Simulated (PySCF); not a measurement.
Work out the structure from these simulated measurements.

Formula: C12H24Si.

* UV, strongest line: among the 10 lowest singlet transitions: S4 at 6.96 eV (178 nm, f = 0.287) [TDDFT CAM-B3LYP/def2-SVPD]
* UV, first state: lowest singlet excitation: 6.48 eV (191 nm, f = 0.002) [TDDFT CAM-B3LYP/def2-SVPD]
* Triplet: lowest triplet excitation (Tamm–Dancoff): 4.22 eV [TDA CAM-B3LYP/def2-SVPD]
* Rotational structure: rotational constants A, B, C: 0.709, 0.362, 0.301 GHz [PBE0-D3(BJ)/def2-SVP]
* 13C NMR: chemical shifts (computed TMS as zero) by class: 145.3 (2 C), 144.4 (2 C), 27.7 (2 C), 26.6 (2 C), 13.4 (2 C), 11.8 (2 C) ppm [GIAO PBE0/pcSseg-1]
* Polarisability: 171.4 au [CAM-B3LYP/def2-SVPD]

The electronic properties come from PySCF, for the isolated species, density fitting. Levels stand in brackets. NMR shifts are as computed; neighbouring signals can stand in another order in a measured spectrum. The structure is a single PBE0-D3(BJ)/def2-SVP conformer in the gas phase; no vibrational or solvent corrections. Each NMR value is the plain mean over a class of atoms that symmetry, rotation or inversion makes alike.

Problem. What is the compound? Reason from the data.

Solution. 12 carbons fall into 6 classes; from least to most shielded: carbon bonded to C, Si and H (145.3 ppm, 2 C), carbon bonded to C and 2 H (144.4 ppm, 2 C), carbon bonded to 2 C and 2 H (27.7 ppm, 2 C), carbon bonded to 2 C and 2 H (26.6 ppm, 2 C), carbon bonded to C and 3 H (13.4 ppm, 2 C), carbon bonded to C, Si and 2 H (11.8 ppm, 2 C). The optimised geometry has point group C1 and is an asymmetric top. Structure: `C=C[Si](C=C)(CCCC)CCCC` (Si(vinyl)2(nBu)2). Computed isomers that give other values at the same levels: `C=C[Si](C=C)(C(C)(C)C)C(C)(C)C` (13C chemical shifts (computed TMS as zero) by class: 145.3 (2 C), 142.1 (2 C), 28.6 (6 C), 20.3 (2 C) ppm). The assignments are read from this structure; whether some other isomer fits the data as well wasn't checked.
